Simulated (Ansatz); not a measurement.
## Which is lower?

Two relaxed structures of Al2H3SO (charge -1), closed shell (PBE0-D4/def2-TZVPD; forces vanish, vibrations not checked).

A:

```xyz
7
angstrom
O -1.5493 1.5698 -0.8177
Al -0.7937 0.8070 0.5927
Al 1.0832 -2.1331 0.9229
S 0.1207 -1.0628 -0.6414
H -2.0032 2.3788 -0.5730
H 1.1338 -1.7241 2.4665
H 1.8542 -3.5032 0.5853
```

B:

O1  (0.509, -0.960, -0.784)
Al2  (0.090, 0.580, -0.090)
Al3  (0.957, -1.582, 0.785)
S4  (-2.112, 1.138, -0.057)
H5  (-1.862, 2.447, -0.219)
H6  (0.915, 1.933, -0.376)
H7  (1.441, -3.159, 0.774)
(Å)

Ansatz 0.2.0; basis: def2-TZVPPD; cores frozen in the correlated methods. B3LYP uses VWN-RPA correlation.

Which structure is lower at CCSD(T), and by how much? (To be estimated.)

By the calculation: B, by 0.41 kcal/mol (electronic energy, against the other); a gap this small isn't resolved in one triple-zeta basis. By their contacts, A is Al₂H₃SO ([OH][Al][S][AlH2]), total charge -1 and B is Al₂H₃SO ([SH][AlH]1[O][AlH]1), total charge -1.

Do the other methods give the same order? (A judgement: the text doesn't fix the answer.)

The calculation gives: Not all: PBE0-D4, B3LYP-D4, wB97M-V, HF, CCSD give the other order.

```json
{"method": "PBE-D4", "E(B) − E(A) (kcal/mol)": "-0.12"}
{"method": "r2SCAN-D4", "E(B) − E(A) (kcal/mol)": "-3.06"}
{"method": "PBE0-D4", "E(B) − E(A) (kcal/mol)": "0.09"}
{"method": "B3LYP-D4", "E(B) − E(A) (kcal/mol)": "1.05"}
{"method": "wB97M-V", "E(B) − E(A) (kcal/mol)": "1.04"}
{"method": "HF", "E(B) − E(A) (kcal/mol)": "3.00"}
{"method": "MP2", "E(B) − E(A) (kcal/mol)": "-0.09"}
{"method": "CCSD", "E(B) − E(A) (kcal/mol)": "0.02"}
{"method": "CCSD(T)", "E(B) − E(A) (kcal/mol)": "-0.41"}
```

T1 diagnostic: at most 0.017. The restricted Hartree–Fock reference is unstable towards an unrestricted one at one or more of these structures.

Labels in which every atom is bracketed show which atoms are joined, not bond orders.

For scale, one of the runs: CCSD(T)/def2-TZVPPD, 238 basis functions, launched by `ansatz run in.yaml --threads 2 --pin off --events-out ev --progress --plain --max-ram 4352MiB`. Time: 3.3 min of wall clock on 2 CPU threads of an Intel Xeon 6975P-C; the host was shared. Peak host memory: 1.7 GiB.
